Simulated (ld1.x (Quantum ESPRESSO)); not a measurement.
zirconium (Zr), TM semilocal: configuration errors across variants

Zr (Z = 40), norm-conserving Troullier–Martins (semilocal form), made with ld1.x (Quantum ESPRESSO) 7.5 (PBE, scalar-relativistic). Core [Ar] 3d10 4s2, reference 4p6 4d1 5s0 5p0 (charge +3). Waves: 4p (bound): rc 1.30 bohr; 4d (bound): rc 2.10 bohr; 5s (bound, empty): rc 2.10 bohr. Local part: the s channel. Core correction: a·sin(br)/r model core inside 0.70 bohr.

All-electron excitation energies from the reference (eV): (1) 4p6 4d2 5s2 5p0 -42.704; (2) 4p6 4d2 5s1 5p0 -35.567; (3) 4p6 4d2 5s0 5p0 -22.627; (4) 4p6 4d3 5s0 5p0 -35.183; (5) 4p6 4d2 5s0 5p2 -36.490; (6) 4p6 4d2.5 5s1.5 5p0 -42.190; (7) 4p6 4d2 5s1.5 5p0 -39.824.

A semilocal file is local in each channel, so a ghost entry of none says nothing of the separable form that plane-wave codes build from it.

A true bound ghost makes a file unfit for plane-wave use even where its test errors are small: the radial tests pick states by their node count and pass the ghost by.

Errors AE − PS in meV (a dash: test not solved or not reliable):

| change | (1) | (2) | (3) | (4) | (5) | (6) | (7) | bound ghosts |
| --- | --- | --- | --- | --- | --- | --- | --- | --- |
| base | +228 | +103 | -19 | -51 | +1.5 | +183 | +169 | none |
| all radii but the core radius scaled by about 0.74 (s 1.56, p 0.96, d 1.56 bohr) | – | – | -19 | -50 | +30 | – | – | none |
| all radii but the core radius scaled by about 0.83 (s 1.74, p 1.08, d 1.74 bohr) | +571 | +295 | -19 | -50 | +8.1 | +446 | +445 | s (extra level of the local part) |
| all radii but the core radius scaled by about 0.94 (s 1.98, p 1.22, d 1.98 bohr) | +318 | +149 | -19 | -51 | +1.4 | +254 | +239 | s (extra level of the local part) |
| all radii but the core radius scaled by about 1.11 (s 2.32, p 1.44, d 2.32 bohr) | +137 | +61 | -17 | -51 | +8.3 | +107 | +101 | none |
| all radii but the core radius scaled by about 1.19 (s 2.50, p 1.54, d 2.50 bohr) | +113 | +54 | -14 | -48 | +21 | +89 | +86 | none |
| all radii but the core radius scaled by about 1.27 (s 2.66, p 1.64, d 2.66 bohr) | +105 | +55 | -7.9 | -41 | +35 | +82 | +83 | none |
| all radii but the core radius scaled by about 1.29 (s 2.72, p 1.68, d 2.72 bohr) | +103 | +56 | -4.8 | -37 | +44 | +81 | +82 | none |
| all radii but the core radius scaled by about 1.40 (s 2.94, p 1.82, d 2.94 bohr) | +98 | +61 | +9.2 | -15 | +89 | +81 | +82 | none |

Q: Give the same row for: all radii but the core radius scaled by about 0.88 (s 1.84, p 1.14, d 1.84 bohr).

A: +494, +249, -19, -51, +4.2, +389, +381; bound ghosts: s (extra level of the local part).
